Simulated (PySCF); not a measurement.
C3H6BFN2, SMILES CN1CN=CB1F. The structure is a stationary point at PBE-D3(BJ)/def2-SVP. The structure was generated by enumeration, and PubChem lists no compound with its InChIKey, so it may never have been made. One conformer was computed; it need not be the lowest.

Computed equilibrium geometry at PBE-D3(BJ)/def2-SVP (PySCF confirms it by a frequency run) as Cartesian coordinates in Å, and its point group (one conformer of several):
point group Cs.
```xyz
13

C      0.9916     1.8584     0.0000
N      0.4549     0.5191     0.0000
C      1.3235    -0.6480     0.0000
N      0.5153    -1.8500     0.0000
C     -0.7394    -1.5066     0.0000
B     -0.8836     0.0625     0.0000
F     -1.9677     0.8578     0.0000
H      1.6200     2.0515     0.8979
H      1.6200     2.0515    -0.8979
H      0.1593     2.5882     0.0000
H      1.9936    -0.6620    -0.8925
H      1.9936    -0.6620     0.8925
H     -1.5048    -2.3062     0.0000
```
